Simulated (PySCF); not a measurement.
# UHF on P⁺ (phosphorus, charge +1)

Configuration: [Ne] 3s1 3p2 3d1, one real determinant (an excited configuration). Computed with PySCF 2.14 in aug-cc-pwCVDZ, with the non-relativistic Hamiltonian (point nucleus).

| Property | Result |
| --- | --- |
| Total energy | -339.734902 hartree |
| One-electron energy | -462.9964 hartree |
| Hartree (Coulomb) energy | 145.5964 hartree |
| Exchange energy | -22.3349 hartree |
| Kinetic energy | 339.70697 hartree |
| ⟨S²⟩ | 6.0001 |
| ⟨L²⟩ | 7.862 |
| Sum of ⟨r⟩ | 13.05 bohr |
| Sum of ⟨r²⟩ | 26.50 bohr² |
| Traceless quadrupole moment −½Σ⟨3z² − r²⟩ along its main axis | 0.640 e·bohr² |
| Density at the nucleus (Gaussians lack the cusp) | 2120 bohr⁻³ |
| Spin density at the nucleus | 7.74 bohr⁻³ |
| Langevin diamagnetic susceptibility | -21.0 ×10⁻⁶ cm³/mol |

```csv
shell,electrons,mean orbital energy (eV),spread (eV),"rms radius, mean of both spins (bohr)"
1s α,1,-2193.1,0,0.120
1s β,1,-2192.1,0,0.120
2s α,1,-220.63,0,0.562
2s β,1,-219.06,0,0.562
2p α,3,-163.43,0.609,0.539
2p β,3,-161.98,0.500,0.539
3s α,1,-34.949,0,1.91
3p α,2,-23.152,0,2.19
3d α,1,-8.177,0,3.29
```

⟨L²⟩ = 7.86 against 12 for a pure F term, so this real determinant mixes terms. The outer electron is Rydberg-like, and this basis confines it to a smaller radius and binds it less than a complete one would.

Spin-orbit constants ζ (cm⁻¹) from the X2C one-electron operator on these orbitals (non-relativistic here): bare nucleus, nucleus screened by l(l+1)(2l+1)/3 electrons, and screened by the Breit-Pauli mean field of the electrons.

```tsv
shell	bare	screened nucleus	mean field
2p	5426	4702	4372
3p	389.0	337.2	309.1
3d	10.89	3.630	2.122
```

To first order the Landé constant is A = 26.11 cm⁻¹, so the lowest level has J = 1 and lies 0.0259 eV below the centre of the term. This holds in LS coupling only.
